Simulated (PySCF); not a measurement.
Isomers of C7H10NP. Method used: PBE0-D3(BJ)/def2-SVP geometry optimisation, gas phase in PySCF. One conformer each; no zero-point energy, no entropy. No frequencies were run at this level. Point groups hold within 0.08 Å.

**Question.** Order them by energy at this level, lowest first, and give relative energies in kcal/mol.
A. `[CH3:1][P:2]([CH3:3])[c:4]1[cH:5][cH:6][cH:7][cH:8][n:9]1` with C1–P2–C4–C5 -71°
B. `[CH3:1][CH:2]([CH3:3])[c:4]1[n:5][cH:6][cH:7][cH:8][p:9]1` with C1–C2–C4–N5 -62°
C. `[CH3:1][C:2]#[C:3][P:4]([CH3:5])[CH2:6][CH2:7][C:8]#[N:9]` with C3–P4–C6–C7 -68°, P4–C6–C7–C8 180°
D. `[CH2:1]=[CH:2][c:3]1[cH:4][p:5][cH:6][n:7]1[CH2:8][CH3:9]` with C1–C2–C3–C4 -16°, C6–N7–C8–C9 97°
E. `[CH3:1][CH2:2]/[CH:3]=[P:4]\[n:5]1[cH:6][cH:7][cH:8][cH:9]1` with C1–C2–C3–P4 -131°, C3–P4–N5–C6 138°
F. `[CH3:1][c:2]1[cH:3][n:4]([CH:5]2[CH2:6][CH2:7]2)[cH:8][p:9]1` with C3–N4–C5–C6 130°

**Answer.** A (0.0), B (6.4), D (14.7), F (19.1), E (20.2), C (51.4).

As drawn, the lowest has an aromatic ring, which the highest lacks; the highest has a C≡N group and a C≡C bond, which the lowest lacks. Neighbours under 2.5 kcal/mol apart (Cc1cn(C2CC2)cp1 and CC/C=P\n1cccc1) can change places with a better method, another conformer or zero-point energy.

```csv
SMILES,E (Eh),E rel (kcal/mol),dipole (D),point group,"A, B, C (MHz)"
CP(C)c1ccccn1,-668.02563,0.0,1.92,C1,"2885, 967.1, 796.0"
CC(C)c1ncccp1,-668.01537,6.4,1.29,Cs,"2503, 1049, 879.4"
C=Cc1cpcn1CC,-668.00216,14.7,3.79,C1,"1711, 1305, 792.2"
Cc1cn(C2CC2)cp1,-667.99518,19.1,3.69,C1,"3076, 904.8, 731.8"
CC/C=P\n1cccc1,-667.99348,20.2,2.00,C1,"2505, 872.6, 734.4"
CC#CP(C)CCC#N,-667.94371,51.4,4.20,C1,"1561, 746.3, 542.5"
```

**Question.** How do the relative energies change in single points at PBE0/pcSseg-1 (no added dispersion term) on the same geometries?

**Answer.** 
| SMILES | PBE0-D3(BJ)/def2-SVP (kcal/mol) | PBE0/pcSseg-1 (kcal/mol) | shift |
| --- | --- | --- | --- |
| CP(C)c1ccccn1 | 0.0 | 0.0 | 0.0 |
| CC(C)c1ncccp1 | 6.4 | 6.6 | +0.2 |
| C=Cc1cpcn1CC | 14.7 | 15.1 | +0.4 |
| Cc1cn(C2CC2)cp1 | 19.1 | 20.2 | +1.1 |
| CC/C=P\n1cccc1 | 20.2 | 20.2 | 0.0 |
| CC#CP(C)CCC#N | 51.4 | 45.3 | -6.1 |

Each column counts from its own lowest isomer. The order is unchanged; the largest shift is 6.1 kcal/mol.
